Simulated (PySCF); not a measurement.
## Steps of a relaxation of [Lu(H2O)8]3+

[Lu(H2O)8]3+ (singlet in the valence; each metal's 4f electrons, 14 of them, lie in its core potential, out of spins and levels; a saddle point, relaxed within its symmetry). PySCF 2.14.0, RKS PBE0, Lu lcecp-1-SVP with ECP60, O def2-SVP, H def2-SVP; non-relativistic Hamiltonian with scalar-relativistic core potentials where named; density fitting; no spin-orbit coupling. Origin of the start: template. Columns: position (Å) and force (eV/Å). Energies are counted from the last step; some of the 9 steps are shown. Forces carry noise of the integration grid, about 0.01 to 0.03 eV/Å.

Run from Python with OMP_NUM_THREADS=4. Where DIIS fails, smearing, a level shift and second-order steps follow.
It took 3.7 min on 4 threads of Intel(R) Xeon(R) Platinum 8259CL CPU @ 2.50GHz (Skylake/Cascade Lake), on a shared host, from the converged density of the start.

```xyz
25
step 0  E = 0.080 eV
Lu    0.0000    0.0000    0.0000     0.00    0.00    0.00
O     2.0789    0.0001    1.2484    -0.41    0.00   -0.07
H     2.1883    0.0001    2.2123     0.13    0.00    0.02
H     2.9812    0.0001    0.8921     0.04    0.00   -0.04
O    -0.0001    2.0789    1.2484     0.00   -0.41   -0.07
H    -0.0001    2.1883    2.2123     0.00    0.13    0.02
H    -0.0001    2.9812    0.8921     0.00    0.04   -0.04
O    -2.0789   -0.0001    1.2484     0.41    0.00   -0.07
H    -2.1883   -0.0001    2.2123    -0.13    0.00    0.02
H    -2.9812   -0.0001    0.8921    -0.04    0.00   -0.04
O     0.0001   -2.0789    1.2484     0.00    0.41   -0.07
H     0.0001   -2.1883    2.2123     0.00   -0.13    0.02
H     0.0001   -2.9812    0.8921     0.00   -0.04   -0.04
O     1.4700    1.4701   -1.2484    -0.29   -0.29    0.07
H     2.1080    2.1081   -0.8921     0.03    0.03    0.04
H     1.5473    1.5474   -2.2123     0.09    0.09   -0.02
O    -1.4701    1.4700   -1.2484     0.29   -0.29    0.07
H    -2.1081    2.1080   -0.8921    -0.03    0.03    0.04
H    -1.5474    1.5473   -2.2123    -0.09    0.09   -0.02
O    -1.4700   -1.4701   -1.2484     0.29    0.29    0.07
H    -2.1080   -2.1081   -0.8921    -0.03   -0.03    0.04
H    -1.5473   -1.5474   -2.2123    -0.09   -0.09   -0.02
O     1.4701   -1.4700   -1.2484    -0.29    0.29    0.07
H     2.1081   -2.1080   -0.8921     0.03   -0.03    0.04
H     1.5474   -1.5473   -2.2123     0.09   -0.09   -0.02
```

```xyz
25
step 3  E = 0.006 eV
Lu    0.0000    0.0000    0.0000     0.00    0.00    0.00
O     2.0388    0.0001    1.2349     0.10    0.00    0.04
H     2.2005    0.0001    2.1934    -0.02    0.00   -0.02
H     2.9308    0.0001    0.8476    -0.06    0.00   -0.03
O    -0.0001    2.0388    1.2349     0.00    0.10    0.04
H    -0.0001    2.2005    2.1934     0.00   -0.02   -0.02
H    -0.0001    2.9308    0.8476     0.00   -0.06   -0.03
O    -2.0388   -0.0001    1.2349    -0.10    0.00    0.04
H    -2.2005   -0.0001    2.1934     0.02    0.00   -0.02
H    -2.9308   -0.0001    0.8476     0.06    0.00   -0.03
O     0.0001   -2.0388    1.2349     0.00   -0.10    0.04
H     0.0001   -2.2005    2.1934     0.00    0.02   -0.02
H     0.0001   -2.9308    0.8476     0.00    0.06   -0.03
O     1.4416    1.4417   -1.2349     0.07    0.07   -0.04
H     2.0723    2.0725   -0.8476    -0.04   -0.04    0.03
H     1.5559    1.5560   -2.1934    -0.01   -0.01    0.02
O    -1.4417    1.4416   -1.2349    -0.07    0.07   -0.04
H    -2.0725    2.0723   -0.8476     0.04   -0.04    0.03
H    -1.5560    1.5559   -2.1934     0.01   -0.01    0.02
O    -1.4416   -1.4417   -1.2349    -0.07   -0.07   -0.04
H    -2.0723   -2.0725   -0.8476     0.04    0.04    0.03
H    -1.5559   -1.5560   -2.1934     0.01    0.01    0.02
O     1.4417   -1.4416   -1.2349     0.07   -0.07   -0.04
H     2.0725   -2.0723   -0.8476    -0.04    0.04    0.03
H     1.5560   -1.5559   -2.1934    -0.01    0.01    0.02
```

```xyz
25
step 5  E = 0.001 eV
Lu    0.0000    0.0000    0.0000     0.00    0.00    0.00
O     2.0408    0.0001    1.2287     0.00    0.00   -0.01
H     2.2111    0.0001    2.1850     0.02    0.00    0.00
H     2.9236    0.0001    0.8240     0.01    0.00    0.00
O    -0.0001    2.0408    1.2287     0.00    0.00   -0.01
H    -0.0001    2.2111    2.1850     0.00    0.02    0.00
H    -0.0001    2.9236    0.8240     0.00    0.01    0.00
O    -2.0408   -0.0001    1.2287     0.00    0.00   -0.01
H    -2.2111   -0.0001    2.1850    -0.02    0.00    0.00
H    -2.9236   -0.0001    0.8240    -0.01    0.00    0.00
O     0.0001   -2.0408    1.2287     0.00    0.00   -0.01
H     0.0001   -2.2111    2.1850     0.00   -0.02    0.00
H     0.0001   -2.9236    0.8240     0.00   -0.01    0.00
O     1.4430    1.4431   -1.2287     0.00    0.00    0.01
H     2.0673    2.0674   -0.8240     0.01    0.01    0.00
H     1.5635    1.5636   -2.1850     0.01    0.01    0.00
O    -1.4431    1.4430   -1.2287     0.00    0.00    0.01
H    -2.0674    2.0673   -0.8240    -0.01    0.01    0.00
H    -1.5636    1.5635   -2.1850    -0.01    0.01    0.00
O    -1.4430   -1.4431   -1.2287     0.00    0.00    0.01
H    -2.0673   -2.0674   -0.8240    -0.01   -0.01    0.00
H    -1.5635   -1.5636   -2.1850    -0.01   -0.01    0.00
O     1.4431   -1.4430   -1.2287     0.00    0.00    0.01
H     2.0674   -2.0673   -0.8240     0.01   -0.01    0.00
H     1.5636   -1.5635   -2.1850     0.01   -0.01    0.00
```

Q: Where does the relaxation end?

A: It converges at step 8 in D4d:
```xyz
25
step 8  E = 0
Lu    0.0000    0.0000    0.0000
O     2.0492    0.0001    1.2205
H     2.2317    0.0001    2.1749
H     2.9274    0.0001    0.8057
O    -0.0001    2.0492    1.2205
H    -0.0001    2.2317    2.1749
H    -0.0001    2.9274    0.8057
O    -2.0492   -0.0001    1.2205
H    -2.2317   -0.0001    2.1749
H    -2.9274   -0.0001    0.8057
O     0.0001   -2.0492    1.2205
H     0.0001   -2.2317    2.1749
H     0.0001   -2.9274    0.8057
O     1.4490    1.4491   -1.2205
H     2.0699    2.0701   -0.8057
H     1.5780    1.5781   -2.1749
O    -1.4491    1.4490   -1.2205
H    -2.0701    2.0699   -0.8057
H    -1.5781    1.5780   -2.1749
O    -1.4490   -1.4491   -1.2205
H    -2.0699   -2.0701   -0.8057
H    -1.5780   -1.5781   -2.1749
O     1.4491   -1.4490   -1.2205
H     2.0701   -2.0699   -0.8057
H     1.5781   -1.5780   -2.1749
```

Q: How did the contacts change?

A: 
```tsv
contact	start (Å)	end (Å)
Lu1–O2 (H2O)	2.425	2.385
Lu1–O5 (H2O)	2.425	2.385
Lu1–O8 (H2O)	2.425	2.385
Lu1–O11 (H2O)	2.425	2.385
Lu1–O14 (H2O)	2.425	2.385
Lu1–O17 (H2O)	2.425	2.385
Lu1–O20 (H2O)	2.425	2.385
Lu1–O23 (H2O)	2.425	2.385
```


An lcecp potential fixes the number of 4f electrons, so in runs with it no electron can move into or out of that shell.
